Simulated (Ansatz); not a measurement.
A nudged elastic band was laid between two geometries of ClH$_{4}$NOZn (8 atoms, charge 0, multiplicity 1).

Level of theory: Ansatz, RKS LDA/def2-SVP.

```
movable images  : 7
climbing image  : yes
spring          : 5.0 eV/Å²
optimiser       : quadratic models (default)
start path      : straight line
force threshold : 0.03 eV/Å
iteration limit : 60
end points      : relaxed
```

Image 0:

```xyz
8
Properties=species:S:1:pos:R:3
Zn -0.069 -0.192 0.241
Cl 0.594 -0.027 2.280
O 0.455 -0.192 -1.452
H -0.297 -0.312 -2.060
N -2.055 -0.420 0.848
H -2.521 -1.320 0.660
H -2.717 0.337 0.621
H -1.819 -0.366 1.859
```

Image 8:

```xyz
8
Properties=species:S:1:pos:R:3
Zn -0.245 -0.222 0.113
Cl 0.838 -0.035 1.955
O -0.332 -0.287 -1.658
H 0.547 -0.194 -2.066
N -2.094 -0.417 1.005
H -2.571 -1.318 0.852
H -2.770 0.334 0.801
H -1.801 -0.352 1.996
```

Task: What changes between the two ends?

Result: No bond is made or broken.

Task: What energy profile does the band end with?

Result: It converged. The highest image is number 2 of 0 to 8, 0.055 eV above the first end and 0.164 eV above the last; the last end lies 0.110 eV below the first. Another band between the same ends (7 images) ends at a top of the same energy, where a vibrational analysis finds 1 clearly imaginary mode.

```json
{"image": "0", "path coordinate (Å)": "0.00", "energy (eV)": "0.000"}
{"image": "1", "path coordinate (Å)": "0.39", "energy (eV)": "0.025"}
{"image": "2", "path coordinate (Å)": "0.79", "energy (eV)": "0.055"}
{"image": "3", "path coordinate (Å)": "0.97", "energy (eV)": "0.044"}
{"image": "4", "path coordinate (Å)": "1.16", "energy (eV)": "0.014"}
{"image": "5", "path coordinate (Å)": "1.34", "energy (eV)": "-0.031"}
{"image": "6", "path coordinate (Å)": "1.52", "energy (eV)": "-0.074"}
{"image": "7", "path coordinate (Å)": "1.71", "energy (eV)": "-0.102"}
{"image": "8", "path coordinate (Å)": "1.89", "energy (eV)": "-0.110"}
```

Task: What is the geometry of the highest image?

Result: 
```xyz
8
Properties=species:S:1:pos:R:3
Zn -0.130 -0.154 0.197
Cl 0.677 -0.163 2.189
O 0.134 0.168 -1.531
H 0.105 -0.636 -2.080
N -2.082 -0.404 0.908
H -2.568 -1.288 0.699
H -2.731 0.370 0.701
H -1.833 -0.385 1.915
```

The run took 3.1 min on 2 threads of Arm Neoverse V1, with other jobs on the host, peak memory 0.14 GiB.
